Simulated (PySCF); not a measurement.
Match each property card to its molecule.

Structures:
1. `FC(F)c1ccco1`
2. `C(C#CC)Cl`
3. `C#Cc1cc(OC)sn1`
4. `C[C](C)(C)[GeH2][AsH2]`

Card P (geometry GFN2-xTB):
* Rotational constants A, B, C: 2.678, 0.977, 0.719 GHz
* Static isotropic polarisability (PBE0/def2-SVPD): 101.0 au
* Point group: Cs
* Strongest line among the 6 lowest singlet transitions (TDDFT PBE0/def2-SVPD): S3 at 5.31 eV (233 nm, f = 0.212)
* HOMO energy (PBE0/def2-SVPD): -6.94 eV

Card Q (geometry PBE0-D3(BJ)/def2-SVP):
* Rotational constants A, B, C: 2.586, 0.835, 0.744 GHz
* Static isotropic polarisability (PBE0/def2-SVPD): 117.6 au
* Dipole moment (PBE0/def2-SVPD): 1.01 D
* Lowest singlet excitation (TDDFT PBE0/def2-SVPD): 6.19 eV (200 nm, f = 0.029)
* Strongest line among the 6 lowest singlet transitions (TDDFT PBE0/def2-SVPD): S3 at 6.49 eV (191 nm, f = 0.336)
* HOMO energy (PBE0/def2-SVPD): -7.19 eV

Card R (geometry GFN2-xTB):
* Rotational constants A, B, C: 4.893, 1.361, 1.310 GHz
* Static isotropic polarisability (CAM-B3LYP/def2-SVPD): 60.5 au
* Lowest singlet excitation (TDDFT CAM-B3LYP/def2-SVPD): 6.08 eV (204 nm, f = 0.244)
* Isotropic shieldings of nuclei other than C and H, by class (GIAO PBE0/pcSseg-1): 31 (1 O), 293 (2 F) ppm
* Strongest line among the 8 lowest singlet transitions (TDDFT CAM-B3LYP/def2-SVPD): S7 at 8.10 eV (153 nm, f = 0.372)
* Dipole moment (CAM-B3LYP/def2-SVPD): 2.52 D

Card S (geometry GFN2-xTB):
- Rotational constants A, B, C: 15.073, 1.544, 1.426 GHz
- Static isotropic polarisability (PBE0/def2-SVPD): 63.8 au
- Dipole moment (PBE0/def2-SVPD): 2.37 D
- 13C chemical shifts (computed TMS as zero) by class (GIAO PBE0/pcSseg-1): 93.3 (1 C), 81.2 (1 C), 38.6 (1 C), 5.0 (1 C) ppm
- Lowest singlet excitation (TDDFT PBE0/def2-SVPD): 5.69 eV (218 nm, f = 0.000)
- Strongest line among the 6 lowest singlet transitions (TDDFT PBE0/def2-SVPD): S2 at 6.22 eV (199 nm, f = 0.089)
- Isotropic shieldings of nuclei other than C and H, by class (GIAO PBE0/pcSseg-1): 799 (1 Cl) ppm

All species are isolated and taken at one optimised geometry, non-relativistic unless stated. Electronic properties by PySCF. NMR classes are plain means over equivalent atoms (diastereotopic ones count apart unless rotation or inversion swaps them), as if these changed places fast.

Which card belongs to which structure?

P = 3, Q = 4, R = 1, S = 2. What ties each card to its structure:
- 1 (card R), C5H4F2O, monoisotopic mass 118.0 u, 8 heavy atoms: an asymmetric top with C = 1.310 GHz; polarisability 60.5 au for 60 electrons; dipole 2.52 D.
- 2 (card S), C4H5Cl, monoisotopic mass 88.0 u, 5 heavy atoms: 4 C in 4 classes; the least shielded carbon (93.3 ppm) is an alkyne carbon; an asymmetric top with C = 1.426 GHz, the highest such constant on the cards; polarisability 63.8 au for 46 electrons; dipole 2.37 D.
- 3 (card P), C6H5NOS, monoisotopic mass 139.0 u, 9 heavy atoms: an asymmetric top with C = 0.719 GHz, the lowest such constant on the cards; polarisability 101.0 au for 72 electrons.
- 4 (card Q), C4H13AsGe, monoisotopic mass 209.9 u, 6 heavy atoms: an asymmetric top with C = 0.744 GHz; polarisability 117.6 au for 102 electrons; dipole 1.01 D.
